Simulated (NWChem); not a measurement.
System: C2H9NSi; SMILES C[SiH2]CN

NWChem input:

```
start job
memory heap 200 mb stack 900 mb global 1100 mb
geometry units angstroms noautosym nocenter noautoz
  C      0.977457     1.600073     0.112065
  Si    -0.634871     0.659249    -0.133242
  C     -0.453830    -1.149325     0.406202
  N      0.669455    -1.773905    -0.275173
  H      1.288642     1.591750     1.168656
  H      0.870312     2.650452    -0.199535
  H      1.784518     1.155301    -0.491351
  H     -1.721454     1.296147     0.681090
  H     -1.036031     0.717480    -1.573122
  H     -0.433659    -1.207376     1.517333
  H     -1.387033    -1.654808     0.101266
  H      1.549533    -1.376198     0.046180
  H      0.717749    -2.769951    -0.069399
end
basis spherical
  * library def2-svp
end
dft
  xc pbe0
  iterations 150
end
cosmo
  do_cosmo_smd true
  solvent water
end
task dft energy
```

Geometry: optimised at PBE0/def2-SVP. Solvent: water.

Level: PBE0/def2-SVP with SMD (1 M gas to 1 M solution), gas-phase geometry. Reactions with the solvent are ignored.

Task: Give the results of this calculation. (PBE0/def2-SVP, SMD on the gas-phase geometry.) Quantities: solvation free energy (kcal/mol); cavity-dispersion-structure term (kcal/mol); dipole in solution (D).

Result: 
```
Item                                         Result
-------------------------------------------  ------
solvation free energy (kcal/mol)               -1.0
cavity-dispersion-structure term (kcal/mol)     3.8
dipole in solution (D)                         2.39
```
